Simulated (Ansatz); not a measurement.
Reactions of C$_{7}$H$_{14}$ (`CCC1CCCC1`).

Computed with Ansatz on PBE0-D4/def2-TZVP structures; ΔE is electronic, products minus reactants. CBS: MP2 limit from def2 TZ/QZ plus the TZ coupled-cluster correction, frozen cores. This one scheme is used for every species. Functionals use def2-TZVPP. Triplets are unrestricted, without spin–orbit coupling. For Br, Ge outer-core shells are correlated without core-valence functions, which leaves a few kJ/mol of doubt a bond. Scalar relativity is left out up to krypton. One conformer a species, not always the lowest.

| reaction | B2PLYP (kcal/mol) | r2SCAN-D4 (kcal/mol) | ωB97M-V (kcal/mol) | CCSD(T)/CBS(def2) (kcal/mol) |
| --- | --- | --- | --- | --- |
| `CCC1CCCC1` + `O[Si]S` → `CS[Si]O` + `CC1CCCC1` | -0.4 | -0.8 | 0.4 | 0.2 |
| `CCC1CCCC1` + CH₃SH → `CSC1CCCC1` + ethane | -0.9 | -1.1 | -0.3 | -0.5 |
| `CCC1CCCC1` + `[SH][GeH3]` → `C[S][GeH3]` + `CC1CCCC1` | 2.4 | 2.4 | 3.0 | 2.9 |
| `CCC1CCCC1` + `[CH3][GeH3]` → `C[CH2][GeH2][CH3]` + `C1CCCC1` | -4.0 | -3.2 | -2.9 | -3.4 |
| `CCC1CCCC1` → `C=C(CC)C(C)C` | 12.0 | 13.8 | 14.5 | 13.4 |
| `CCC1CCCC1` → `CC/C=C(\C)CC` | 10.2 | 12.3 | 13.8 | 13.0 |
| `CCC1CCCC1` → `C[C@@H]1CC[C@@H](C)C1` | -1.3 | -1.5 | -1.4 | -1.4 |
| `CCC1CCCC1` → `C1CCCCCC1` | 1.8 | 1.4 | 1.4 | 1.4 |
| `CCC1CCCC1` → `CC1CCCC1` + `[CH2]` (triplet) | 101.1 | 98.2 | 104.5 | 104.1 |
| `CCC1CCCC1` + HBr → `BrC1CCCC1` + ethane | -0.5 | 0.5 | 1.4 | 1.1 |

Largest T1 diagnostic: 0.015, for `O[Si]S`.
